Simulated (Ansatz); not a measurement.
Ansatz results at the PBE0-D4/def2-TZVP geometry: HOMO energy (PBE/def2-TZVPP) -6.17 eV; HOMO energy (PBE0/def2-TZVPP) -7.41 eV; HOMO energy (B3LYP/def2-TZVPP) -7.18 eV.

Each molecule was computed in one conformer, which needn't be the lowest.

Which molecule gave them?
A. `[Br][Mg][Br]`
B. `[OH][MgH]`
C. `[SiH3][N]([SiH3])[Mg][N]([SiH3])[SiH3]`
D. `C[CH](C)[Mg][F]`

C. The others give `C[CH](C)[Mg][F]`: -5.50, -6.59, -6.45; `[OH][MgH]`: -6.32, -7.94, -7.70; `[Br][Mg][Br]`: -7.21, -8.47, -8.20.

B3LYP here is the variant with VWN-RPA as its local correlation; programs differ in this.
